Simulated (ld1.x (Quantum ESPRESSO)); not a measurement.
**oxygen, ultrasoft: configuration errors across variants**

| Item | Value |
| --- | --- |
| Element | O |
| Generator | ld1.x (Quantum ESPRESSO) 7.5 |
| Type | ultrasoft |
| Functional | PBE |
| Relativity | non-relativistic |
| Frozen core | [He] |
| Valence charge | 6 |
| Reference configuration | 2s2 2p4 |
| Partial waves | 2s (bound): rcut 0.80, rcutus 0.95 bohr; 2s channel at -1.25 Ry: rcut 0.80, rcutus 0.95 bohr; 2p (bound): rcut 1.20, rcutus 1.35 bohr; 2p channel at -0.1 Ry: rcut 1.20, rcutus 1.35 bohr; 3d channel at 0.45 Ry: rcut 1.00, rcutus 1.25 bohr |
| Local potential | all-electron potential smoothed inside 1.05 bohr (lloc = -2) |
| Core correction | a·sin(br)/r model core inside 0.75 bohr |
| Augmentation charge | PSQ, inside the norm-conserving radii |

All-electron excitation energies from the reference (eV): (1) 2s2 2p3 16.439; (2) 2s2 2p2 50.033; (3) 2s2 2p1 103.905; (4) 2s2 2p3.5 6.290; (5) 2s1 2p5 14.896; (6) 2s0 2p6 29.828; (7) 2s1 2p4 31.609.

Errors AE − PS in meV (a dash: test not solved or not reliable):

```tsv
change	(1)	(2)	(3)	(4)	(5)	(6)	(7)	bound ghosts
base	-0.2	+80	+409	-1.2	-0.7	-2.2	+4.5	none
core correction none	-0.1	+81	+415	-1.2	-0.5	-1.2	+4.3	none
core correction a·sin(br)/r model core inside 0.40 bohr	-1.3	+88	+459	-1.7	-7.9	-32	+3.9	none
core correction a·sin(br)/r model core inside 0.66 bohr	-0.4	+79	+411	-1.3	-0.8	-2.9	+5.3	none
core correction a·sin(br)/r model core inside 0.78 bohr	-0.2	+80	+410	-1.2	-0.7	-2.0	+4.4	none
core correction a·sin(br)/r model core inside 0.92 bohr	-0.1	+81	+413	-1.2	-0.5	-1.4	+4.3	none
core correction a·sin(br)/r model core inside 1.00 bohr	-0.1	+81	+414	-1.2	-0.5	-1.3	+4.3	none
core correction a·sin(br)/r model core inside 1.10 bohr	-0.1	+81	+414	-1.2	-0.5	-1.2	+4.3	none
```

(1) Give the same row for: core correction a·sin(br)/r model core inside 0.52 bohr.

Results:

(1) -1.2, +83, +450, -1.5, -2.7, -11, +7.1; bound ghosts: none.
